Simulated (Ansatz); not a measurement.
Z-matrix (Å, degrees):
```
Si
O 1 1.631
H 1 1.491 2 111.2
H 1 1.486 2 108.8 3 119.7
H 1 1.488 2 110.8 3 -120.5
Ga 2 1.771 1 139.5 3 33.7
N 6 1.794 2 120.4 1 -178.9
O 6 1.771 2 119.1 1 4.3
H 7 1.005 6 121.3 2 168.7
H 7 1.005 6 121.3 2 15.2
Si 8 1.631 6 139.5 2 4.9
H 11 1.491 8 111.2 6 34.0
H 11 1.486 8 108.8 6 153.7
H 11 1.488 8 110.8 6 -86.5
```

The species carries charge 0 and has multiplicity 1.

Task: List the CAM-B3LYP/def2-TZVPP orbital energies in eV (the Gaussian-basis code of Ansatz). (Best estimate.)

Result: Computed: Occupied: -10139.99, -1801.20, -1801.20, -1251.54, -1108.87, -1108.73, -1108.71, -522.29, -522.28, -391.41, -152.08, -145.68, -145.68, -105.60, -105.34, -105.28, -101.04, -101.04, -101.00, -101.00, -100.99, -100.99, -28.94, -28.76, -26.13, -25.31, -25.27, -25.18, -24.87, -24.33, -17.14, -16.60, -15.35, -14.79, -13.17, -13.16, -12.52, -12.09, -12.05, -11.90, -10.52, -10.35, -9.95, -9.87, -9.30. Lowest empty: -0.01, 1.08, 1.69, 1.76, 2.55, 2.58, 2.61, 2.89.
